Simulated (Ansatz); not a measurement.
Gas-phase electronic energies from Ansatz, PBE0-D4/def2-TZVP geometries. CBS: MP2 limit from def2 TZ/QZ plus the TZ coupled-cluster correction, frozen cores. This one scheme is used for every species. DFT in def2-TZVPP. def2 core potentials past Kr. For Br, In outer-core shells are correlated without core-valence functions, which leaves a few kJ/mol of doubt a bond. Scalar relativity is left out up to krypton. Each species was taken in one conformer, which may not be the lowest.

Reaction (ligand exchange at the In–C bond): `[CH3][In]([Br])[Br]` + `SS` → `S[S][In]([Br])[Br]` + CH₄

Problem. Is it downhill or uphill in electronic energy at CCSD(T)/CBS, and by how much? (Best estimate.)

Solution. Computed: Downhill: ΔE = -92.2 kJ/mol.

Problem. What do these levels give: r2SCAN-D4, B97M-V, BHLYP-D4, r2SCANh, HF/def2-SVP, HF/def2-QZVPP? (Estimate.)

Solution. Ansatz gave: r2SCAN-D4 -97.5, B97M-V -100.8, BHLYP-D4 -99.5, r2SCANh -95.0, HF/def2-SVP -97.0, HF/def2-QZVPP -89.3 kJ/mol.

Largest T1 diagnostic among the species: 0.012.

At CCSD(T), def2-SVP lies −7.1 kJ/mol from the extrapolated value and def2-TZVPP +4.1 kJ/mol. Leaving LDA and LC-ωPBE aside and taking each functional with its dispersion term where it has one, the values, not all of them listed here, spread over 13.7 kJ/mol, from BLYP-D4 to ωB97X-V.
